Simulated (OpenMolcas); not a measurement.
A calculation on Si I.

```
Program             : OpenMolcas 26.06
Method              : XMS-CASPT2, IPEA 0.25 Eh, imaginary shift 0.1 Eh (closed shells correlated: 2s 2p)
Basis               : ANO-RCC-VTZP [5s4p2d1f]
Scalar Hamiltonian  : DKH2, point nucleus
Active space        : 4 electrons in 4 orbitals (3s 3p)
State averaging     : 2S+1 = 3 even, 3 roots; 2S+1 = 1 even, 6 roots; 2S+1 = 5 odd, 1 root; 2S+1 = 3 odd, 8 roots
Spin-orbit coupling : RASSI with atomic mean-field integrals over the reference wave functions, term energies averaged over their components
```

Problem. Which level of the active space comes out lowest?

Solution. 3s2 3p2 3P0, with 100 % of that term; it is also the measured ground level.

Problem. How high does 3s 3p3 3D* 1 lie?

Solution. 45990 cm-1 above the lowest level.

Problem. How high does 3s 3p3 3D* 3 lie?

Solution. 45990 cm-1 above the lowest level; measured 45322 cm-1 above the ground level, so the calculation is off by +1 %.

Problem. How high does 3s 3p3 5S* 2 lie?

Solution. 30350 cm-1 above the lowest level; measured 33326 cm-1 above the ground level, so the calculation is off by -9 %.

Measured values: NIST Handbook of Basic Atomic Spectroscopic Data.

CASPT2 does not keep the components of a term degenerate, so their means are used; among the terms shown or strongly mixed into the levels shown the widest spread is 1100 cm-1 (3s 3p3 3D*). Over all roots computed the reference weight is 0.86 to 0.98; the roots of lowest weight are the least certain, and an intruder state may touch them. Terms of s pⁿ other than that of highest spin mix with s² pⁿ⁻² d, which this space lacks; all of them can be thousands of cm-1 off, and some have no real level of that name. Measured partners are found by configuration, term and J. A level has none where our copy of the source lacks it or the pairing is in doubt (some pairs that miss far off the trend of their configuration count as doubtful), and it then counts in no deviation. Only configurations of the active space appear.

* marks odd parity.
